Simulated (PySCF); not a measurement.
Harmonic spectrum computed at PBE0 in the def2-TZVP basis family (core potentials from Rb on, PySCF, no spin–orbit coupling):

```json
{"symmetry": "a1", "ω (cm⁻¹)": "892", "IR (km/mol)": "10.4"}
{"symmetry": "a1", "ω (cm⁻¹)": "2163", "IR (km/mol)": "34.0"}
{"symmetry": "b2", "ω (cm⁻¹)": "2172", "IR (km/mol)": "36.2"}
```

Task: Which molecule gave it? In each, all ligands are bound to the one heavy central atom.
A. IH₂ (doublet)
B. H₂Te (singlet)
C. SnH₂ (singlet)
D. H₂Se (singlet)
E. SbH₂ (doublet)

Result: B. It has C2v symmetry with Te–H 1.656 Å (×2).
